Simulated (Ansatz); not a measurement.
Geometry optimisation, Ansatz 0.2.0, RKS PBE0-D4/def2-SVP.

The input (input.yaml):

```yaml
crystal:
  periodic: [false, false, false]
  atoms:
    - { symbol: B, position_ang: [-0.2834, 1.8263, 0.9672] }
    - { symbol: C, position_ang: [-0.0114, 0.3954, 1.4497] }
    - { symbol: B, position_ang: [1.1212, -0.2244, 0.5455] }
    - { symbol: P, position_ang: [0.9754, -1.8699, -0.4141] }
    - { symbol: Si, position_ang: [-0.3589, -0.9733, -1.9939] }
    - { symbol: H, position_ang: [-1.4103, 2.1517, 0.5503] }
    - { symbol: H, position_ang: [0.5275, 2.7114, 0.9964] }
    - { symbol: H, position_ang: [0.359, 0.4486, 2.503] }
    - { symbol: H, position_ang: [-0.9208, -0.2044, 1.4176] }
    - { symbol: H, position_ang: [2.2232, 0.2832, 0.5789] }
    - { symbol: H, position_ang: [-0.2532, -2.3261, 0.3859] }
    - { symbol: H, position_ang: [-1.432, -0.1926, -1.3368] }
    - { symbol: H, position_ang: [0.4103, -0.0417, -2.8185] }
    - { symbol: H, position_ang: [-0.9597, -2.0133, -2.8026] }
basis:
  gaussian: { orbitals: def2-SVP }
hamiltonian:
  xc: pbe0
  dispersion: d4
relax:
  f_tol: 0.02
  max_steps: 50
```

Command:

```bash
$ ansatz run input.yaml --threads 2 --pin off --max-ram 3072MiB --backend cpu --events-out ev --progress --plain --runs-dir out
```

**Question.** Where does it end, and by what steps?

**Answer.** It converged. After 19 steps the energy has fallen by 0.488 eV; H12 moved furthest, 1.31 Å.

```json
{"step": "0", "energy less start (eV)": "0.0000", "largest force component (eV/Å)": "1.217", "accepted": "yes"}
{"step": "1", "energy less start (eV)": "-0.2294", "largest force component (eV/Å)": "0.779", "accepted": "yes"}
{"step": "2", "energy less start (eV)": "-0.3014", "largest force component (eV/Å)": "0.402", "accepted": "yes"}
{"step": "3", "energy less start (eV)": "-0.3333", "largest force component (eV/Å)": "0.310", "accepted": "yes"}
{"step": "4", "energy less start (eV)": "-0.3717", "largest force component (eV/Å)": "0.222", "accepted": "yes"}
{"step": "5", "energy less start (eV)": "-0.4096", "largest force component (eV/Å)": "0.272", "accepted": "yes"}
{"step": "6", "energy less start (eV)": "-0.4397", "largest force component (eV/Å)": "0.119", "accepted": "yes"}
{"step": "7", "energy less start (eV)": "-0.4512", "largest force component (eV/Å)": "0.198", "accepted": "yes"}
{"step": "8", "energy less start (eV)": "-0.4574", "largest force component (eV/Å)": "0.205", "accepted": "yes"}
{"step": "9", "energy less start (eV)": "-0.4677", "largest force component (eV/Å)": "0.116", "accepted": "yes"}
{"step": "10", "energy less start (eV)": "-0.4698", "largest force component (eV/Å)": "0.160", "accepted": "yes"}
{"step": "11", "energy less start (eV)": "-0.4776", "largest force component (eV/Å)": "0.090", "accepted": "yes"}
{"step": "12", "energy less start (eV)": "-0.4807", "largest force component (eV/Å)": "0.063", "accepted": "yes"}
{"step": "13", "energy less start (eV)": "-0.4826", "largest force component (eV/Å)": "0.078", "accepted": "yes"}
{"step": "14", "energy less start (eV)": "-0.4850", "largest force component (eV/Å)": "0.102", "accepted": "yes"}
{"step": "15", "energy less start (eV)": "-0.4863", "largest force component (eV/Å)": "0.081", "accepted": "yes"}
{"step": "16", "energy less start (eV)": "-0.4872", "largest force component (eV/Å)": "0.073", "accepted": "yes"}
{"step": "17", "energy less start (eV)": "-0.4875", "largest force component (eV/Å)": "0.060", "accepted": "yes"}
{"step": "18", "energy less start (eV)": "-0.4878", "largest force component (eV/Å)": "0.022", "accepted": "yes"}
{"step": "19", "energy less start (eV)": "-0.4880", "largest force component (eV/Å)": "0.016", "accepted": "yes"}
```

```xyz
14
Properties=species:S:1:pos:R:3
B -0.536 1.743 1.449
C 0.247 0.459 1.846
B 0.809 -0.108 0.499
P 0.261 -1.739 -0.264
Si -0.092 -1.095 -2.389
H -1.745 1.777 1.489
H 0.058 2.724 1.060
H 1.144 0.796 2.401
H -0.346 -0.266 2.419
H 1.699 0.475 -0.081
H -1.070 -1.884 0.222
H -0.968 0.109 -2.523
H 1.250 -0.793 -2.968
H -0.723 -2.226 -3.132
```

The run took 63 s on 2 threads of Intel(R) Xeon(R) Platinum 8488C (Sapphire Rapids) (shared host), peak memory 0.32 GiB.
